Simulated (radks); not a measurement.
Charge is removed step by step from the 6s1/2 level of neutral dysprosium, starting from [Xe] 4f10 6s2. Method: Dirac Kohn-Sham, PBEsol, spin-unpolarised, spherical densities, point nucleus; open shells fill j = l - 1/2 first; computed with a radial shooting solver on a logarithmic mesh with Libxc functionals.

removed (e)  E - E(0) (eV)  eigenvalue (eV)  E minus straight line (eV)
0                    0.000           -3.764                       0.000
0.125                0.508           -4.363                      -0.274
0.25                 1.091           -4.975                      -0.472
0.375                1.752           -5.597                      -0.592
0.5                  2.491           -6.228                      -0.635
0.625                3.309           -6.869                      -0.598
0.75                 4.208           -7.517                      -0.480
0.875                5.189           -8.171                      -0.281
1                    6.251           -8.831                       0.000

Removing the whole electron costs 6.251 eV by Delta-SCF, against 3.764 eV from minus the eigenvalue at the starting occupation. Slater's transition state (half an electron removed) gives 6.228 eV. Integrating minus the eigenvalue over the occupation (Janak's theorem) gives 6.251 eV. The mean slope of the eigenvalue, de/dn, is 5.07 eV per electron. Ionisation energy of Dy in the NIST Atomic Spectra Database: 5.939 eV (measured).

Beside tabulated values, note that spin-unpolarised runs miss the spin-polarisation part of the exchange energy of open shells.
